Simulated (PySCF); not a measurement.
Compound: C5H16BNOSi.
SMILES with atom numbers: `[CH3:1][N+:2]1([CH3:3])[BH2-:4][CH2:5][CH2:6][C@H:7]1[O:8][SiH3:9]`

Probes without a nucleus sit at each ring's centroid and 1 Å off its mean plane on both sides; NICS is minus the shielding there, NICSzz its component along the normal. Level: GIAO PBE0/pcSseg-1 (PySCF, non-relativistic, gas phase) on the PBE0-D3(BJ)/def2-SVP geometry, one conformer.

Ring bond lengths (Å), with Mayer bond orders in brackets: N2–B4 1.652 (0.57), B4–C5 1.636 (0.91), C5–C6 1.542 (1.02), C6–C7 1.522 (1.04), C7–N2 1.486 (0.86).

What do the NICS probes read (ppm)?

```tsv
ring	type	NICS(0)	NICS(1), two faces	NICS(1)zz, two faces	rms pucker (Å)	centre to ring atoms, mean (Å)
N2–B4–C5–C6–C7	5-membered ring with B and N; formal bonds all single	-6.3	-4.1 / -3.5	-4.0 / -2.3	0.20	1.31
```

What can be read from them?

- N2–B4–C5–C6–C7: mean NICS(1)zz -3.1 ppm, shielded. N2, B4, C5, C6, C7 have four or more neighbours, and the NICS criterion for π rings isn't applied.

At the second NICS(1) probe listed for ring N2–B4–C5–C6–C7, 1 Å off the ring, what do the in-plane components average?

The isotropic value is a third of the trace: (3 × -3.5 − (-2.3))/2 = -4.1 ppm.

How do the values depend on the level or the medium?

| level | NICS(0), N2–B4–C5–C6–C7 | mean NICS(1)zz, N2–B4–C5–C6–C7 |
| --- | --- | --- |
| PBE0/pcSseg-1, gas | -6.3 | -3.1 |
| WP04/pcSseg-1, gas | -5.7 | -2.6 |

The geometry is the same throughout.
